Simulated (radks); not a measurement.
The neodymium ion Nd1.75+, 58.25 electrons, occupied as [Xe] 4f3.25 6s1 (fractional occupations, a model configuration).

Calculated with a radial shooting solver on a logarithmic mesh with Libxc functionals: scalar-relativistic Kohn-Sham, r2SCAN, spin-unpolarised, spherical densities, finite nucleus; meta-GGA in the generalised Kohn-Sham scheme; Fermi nuclear charge, rms radius 4.9123 fm.

Energy parts (hartree):
total: -9623.9585
kinetic: 10242.6215
electron-nucleus: -23335.0544
Hartree: 3690.4979
exchange-correlation: -222.0235

Orbitals (lengths in bohr, moments of r in powers of bohr; r(max) is where P^2 peaks):
orbital  occ.  eigenvalue (hartree)   <1/r>   r(max)
1s          2             -1598.057   66.04  0.01510
2s          2             -259.7759   15.27  0.08545
2p          6             -232.1727   14.39  0.06893
3s          2             -57.18023   5.579   0.2434
3p          6             -48.42664   5.264   0.2385
3d         10             -36.28872   4.987   0.1963
4s          2             -12.03266   2.324   0.5650
4p          6              -9.14571   2.144   0.5894
4d         10              -5.02590   1.877   0.6176
4f       3.25              -0.66934   1.315   0.6531
5s          2              -2.10277  0.9074    1.312
5p          6              -1.38571  0.7791    1.475
6s          1              -0.48568  0.3403    3.378

The highest occupied level is 6s at -13.216 eV. The density falls to 0.001 e/bohr^3 at r = 4.47 bohr.
